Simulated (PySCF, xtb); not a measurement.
SbCl3, SMILES [Cl][Sb]([Cl])[Cl].

GFN2-xTB (xtb 6.7.1) at its own geometry gives an orbital gap of 4.38 eV and a dipole moment of 2.81 D.

Coordinates come from a B3LYP-D3(BJ)/def2-SVP optimisation. The isomer is the one that the SMILES or the coordinates give; other isomers of the formula were not compared. The def2 effective core potentials stand for the cores of Sb; spin–orbit coupling is left out.

What does r2SCAN/def2-TZVPD in PySCF give? (An estimate is asked for; the answer gives what the named calculation found.)

gap 5.05 eV (levels -7.88 and -2.83 eV), dipole 2.72 D.
